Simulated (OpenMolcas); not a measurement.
**Multiconfigurational calculation on Pt+**

Input:

```
&GATEWAY
Coord
1

Pt 0.0 0.0 0.0
Basis=ANO-RCC-VTZP
Group=XYZ
NoMove
AngMom=0.0 0.0 0.0
AMFI
&SEWARD
Relativistic=R03O02
* reference wave functions (RASSCF and RASSI steps not shown): 9 electrons in 6 orbitals (5d 6s)
>>> COPY JOB001 $Project.JobIph
&CASPT2
Multistate=29 1 2 3 4 5 6 7 8 9 10 11 12 13 14 15 16 17 18 19 20 21 22
23 24 25 26 27 28 29
Frozen=15 19
IPEA=0.35
Sig2=0.15
MaxIter=60
WThr=0.0 0.3 0.05
PrWF=0.5
NoMix
>>> COPY JOB002 $Project.JobIph
&CASPT2
Multistate=10 1 2 3 4 5 6 7 8 9 10
Frozen=15 19
IPEA=0.35
Sig2=0.15
MaxIter=60
WThr=0.0 0.3 0.05
PrWF=0.5
NoMix
```

Launched by
```bash
OMP_NUM_THREADS=1 MOLCAS_MEM=2252 MOLCAS_PROJECT=a pymolcas a.inp > a.log  # once for each step of the input, in one work folder
```

Output, cut to the results:

```
--- CASPT2 ---
Orbital specifications:
      -----------------------

      Symmetry species                           1   2
                                                ag  au
      Frozen orbitals                           15  19
      Inactive orbitals                          0   0
      Active orbitals                            6   0
      Secondary orbitals                        21  23
      Deleted orbitals                           0   0
      Number of basis functions                 42  42
Type of calculation                        MS-CASPT2
      Fock operator                              state-specific
      IPEA shift                                 0.35
      Real shift                                 0.00
      Imaginary shift                            0.00
      Sigma^2 regularizer                        0.15
      The input orbitals will be transformed to quasi-canonical
Reference energy:      -18414.6150254209
      E2 (Non-variational):      -0.2642822556
      Shift correction:          -0.0000000011
      E2 (Variational):          -0.2642822567
      Total energy:          -18414.8793076776
      Residual norm:              0.0000000590
      Reference weight:           0.93055
      Contributions to the CASPT2 correlation energy
      Active & Virtual Only:         -0.2642822556
      One Inactive Excited:           0.0000000000
      Two Inactive Excited:           0.0000000000
Reference energy:      -18414.6150254209
      E2 (Non-variational):      -0.2642842882
      Shift correction:          -0.0000000011
      E2 (Variational):          -0.2642842893
      Total energy:          -18414.8793097102
      Residual norm:              0.0000000591
      Reference weight:           0.93055
      Contributions to the CASPT2 correlation energy
      Active & Virtual Only:         -0.2642842882
      One Inactive Excited:           0.0000000000
      Two Inactive Excited:           0.0000000000
::    CASPT2 Root  1     Total energy: -18414.87930768
::    CASPT2 Root  2     Total energy: -18414.87930971
::    CASPT2 Root  3     Total energy: -18414.87938304
::    CASPT2 Root  4     Total energy: -18414.87939404
::    CASPT2 Root  5     Total energy: -18414.87932194
::    CASPT2 Root  6     Total energy: -18414.80751638
::    CASPT2 Root  7     Total energy: -18414.80768715
::    CASPT2 Root  8     Total energy: -18414.80760899
::    CASPT2 Root  9     Total energy: -18414.80720443
::    CASPT2 Root 10     Total energy: -18414.80774436
::    CASPT2 Root 11     Total energy: -18414.80771429
::    CASPT2 Root 12     Total energy: -18414.80725353
::    CASPT2 Root 13     Total energy: -18414.78693122
::    CASPT2 Root 14     Total energy: -18414.78691434
::    CASPT2 Root 15     Total energy: -18414.78696416
::    CASPT2 Root 16     Total energy: -18414.78691117
::    CASPT2 Root 17     Total energy: -18414.78691428
::    CASPT2 Root 18     Total energy: -18414.77969458
::    CASPT2 Root 19     Total energy: -18414.77969454
::    CASPT2 Root 20     Total energy: -18414.77969452
::    CASPT2 Root 21     Total energy: -18414.76669249
::    CASPT2 Root 22     Total energy: -18414.76674050
::    CASPT2 Root 23     Total energy: -18414.76702152
::    CASPT2 Root 24     Total energy: -18414.76669938
::    CASPT2 Root 25     Total energy: -18414.76671155
::    CASPT2 Root 26     Total energy: -18414.76676586
::    CASPT2 Root 27     Total energy: -18414.76661879
::    CASPT2 Root 28     Total energy: -18414.76669311
::    CASPT2 Root 29     Total energy: -18414.76658530
::    MS-CASPT2 Root  1     Total energy: -18414.88171912
--- CASPT2 ---
Orbital specifications:
      -----------------------

      Symmetry species                           1   2
                                                ag  au
      Frozen orbitals                           15  19
      Inactive orbitals                          0   0
      Active orbitals                            6   0
      Secondary orbitals                        21  23
      Deleted orbitals                           0   0
      Number of basis functions                 42  42
Type of calculation                        MS-CASPT2
      Fock operator                              state-specific
      IPEA shift                                 0.35
      Real shift                                 0.00
      Imaginary shift                            0.00
      Sigma^2 regularizer                        0.15
      The input orbitals will be transformed to quasi-canonical
Reference energy:      -18414.6084701312
      E2 (Non-variational):      -0.2353109340
      Shift correction:          -0.0000000015
      E2 (Variational):          -0.2353109355
      Total energy:          -18414.8437810667
      Residual norm:              0.0000001847
      Reference weight:           0.93964
      Contributions to the CASPT2 correlation energy
      Active & Virtual Only:         -0.2353109340
      One Inactive Excited:           0.0000000000
      Two Inactive Excited:           0.0000000000
Reference energy:      -18414.6084701312
      E2 (Non-variational):      -0.2356557794
      Shift correction:          -0.0000000041
      E2 (Variational):          -0.2356557835
      Total energy:          -18414.8441259147
      Residual norm:              0.0000001455
      Reference weight:           0.93940
      Contributions to the CASPT2 correlation energy
      Active & Virtual Only:         -0.2356557794
      One Inactive Excited:           0.0000000000
      Two Inactive Excited:           0.0000000000
::    CASPT2 Root  1     Total energy: -18414.84378107
::    CASPT2 Root  2     Total energy: -18414.84412591
::    CASPT2 Root  3     Total energy: -18414.84387813
::    CASPT2 Root  4     Total energy: -18414.84455027
::    CASPT2 Root  5     Total energy: -18414.84357341
::    CASPT2 Root  6     Total energy: -18414.84429200
::    CASPT2 Root  7     Total energy: -18414.84484179
...
```

Levels above the lowest, from the spin-orbit matrix with the single-state CASPT2 energies, averaged by term, on its diagonal:

```csv
Configuration,Term,J,E (eV),Term weight %,Second
5d⁹,²D,5/2,0.0000,98,
5d⁸ 6s,⁴F,9/2,0.588,97,3 ²G
5d⁹,²D,3/2,0.949,76,9 5d⁸ 6s ⁴F
5d⁸ 6s,⁴F,7/2,1.120,66,30 ²F
5d⁸ 6s,⁴F,5/2,1.689,35,33 ²D
5d⁸ 6s,⁴F,5/2,2.074,54,26 ⁴P
5d⁸ 6s,⁴F,3/2,2.122,35,29 ²D
5d⁸ 6s,²F,7/2,2.210,65,33 ⁴F
5d⁸ 6s,⁴P,3/2,2.676,46,33 ⁴F
5d⁸ 6s,²F,5/2,2.907,49,33 ⁴P
5d⁸ 6s,⁴P,1/2,3.079,95,5 ²P
5d⁸ 6s,⁴P,3/2,3.087,47,42 ²P
```

Term energies are means over components that CASPT2 splits; among the terms shown or strongly mixed into the levels shown the widest spread is 280 cm-1 (5d⁸ 6s ⁴F). Terms from blocks run as CI alone lack orbitals of their own. A single d shell beside an s shell can misplace configurations of different d count against each other. Only configurations of the active space appear. The first state left out of the spin-orbit step lies near 34000 cm-1 above the lowest spin-free state of the reference (among the parities and spins computed), and the list stops at four fifths of that energy or lower.

The CASPT2 steps took 5.6 s on 1 thread of Intel(R) Xeon(R) 6975P-C (Granite Rapids), on a shared host; the integral step is not counted.

The term weight is that of the spin-free term in the level, not the purity of its configuration.
